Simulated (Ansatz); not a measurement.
`COc1ccc(C(F)(F)C(F)(F)OC)cc1` with charge -1. Charge -1, multiplicity 2. Geometry PBE-D4/def2-SVP; atoms count from 1.

```xyz
26

C     1.913   -1.960    3.512
O     0.639   -2.196    3.008
C     0.350   -1.659    1.747
C     1.240   -0.915    0.951
C     0.859   -0.419   -0.306
C    -0.494   -0.662   -0.808
C    -0.956   -0.075   -2.059
F    -2.173   -0.594   -2.476
F    -0.030   -0.282   -3.153
C    -1.167    1.465   -2.097
F    -1.665    1.914   -3.324
F    -2.170    1.803   -1.204
O    -0.012    2.124   -1.799
C    -0.138    3.523   -1.590
C    -1.371   -1.426    0.020
C    -0.984   -1.920    1.256
H     2.140   -0.867    3.630
H     2.726   -2.386    2.865
H     1.973   -2.442    4.511
H     2.267   -0.719    1.301
H     1.577    0.137   -0.924
H    -0.604    4.023   -2.468
H    -0.744    3.749   -0.686
H     0.888    3.913   -1.448
H    -2.394   -1.621   -0.342
H    -1.672   -2.510    1.882
```

The highest occupied level of the relaxed charge -1 doublet lies above zero (up to 2.19 eV). By energy differences it is unbound by 1.05 eV (each at its own geometry, against the charge 0 singlet, at PBE0-D4/def2-SVP) and held by the finite basis.

Question: Estimate the Mulliken populations from the PBE0/def2-SVP orbitals of Ansatz.

Answer: 
```
atom  charge (e)  spin (α − β)
  C1        0.13          0.00
  O2       -0.38          0.01
  C3        0.13          0.35
  C4       -0.10         -0.19
  C5       -0.08          0.43
  C6       -0.18          0.22
  C7        0.41          0.06
  F8       -0.25          0.00
  F9       -0.31          0.02
 C10        0.47          0.03
 F11       -0.26          0.01
 F12       -0.25          0.00
 O13       -0.35          0.00
 C14        0.12          0.00
 C15       -0.01         -0.03
 C16       -0.10          0.08
 H17        0.01          0.01
 H18        0.01          0.01
 H19        0.01          0.00
 H20       -0.05          0.01
 H21       -0.04         -0.02
 H22        0.03          0.00
 H23        0.05          0.00
 H24        0.04          0.00
 H25       -0.03          0.00
 H26       -0.05         -0.01
```
Mulliken values depend strongly on the basis.

Question: Where does the spin sit?

Answer: Summed by element: C 0.96, O 0.01, F 0.03, H 0.00, of 1 unpaired in all. Largest on single atoms: C5 0.43, C3 0.35, C6 0.22.

Question: And the Mayer bond orders between heavy atoms (over 0.3)?

Answer: C1–O2 1.02 (1.39 Å); O2–C3 0.98 (1.40 Å); C3–C4 1.34 (1.41 Å); C3–C16 1.18 (1.45 Å); C4–C5 1.38 (1.40 Å); C5–C6 1.13 (1.46 Å); C6–C7 1.18 (1.46 Å); C6–C15 1.28 (1.43 Å); C7–F8 1.00 (1.39 Å); C7–F9 0.93 (1.45 Å); C7–C10 0.87 (1.55 Å); C10–F11 1.02 (1.40 Å); C10–F12 1.02 (1.38 Å); C10–O13 1.15 (1.36 Å); O13–C14 0.94 (1.42 Å); C15–C16 1.52 (1.39 Å).
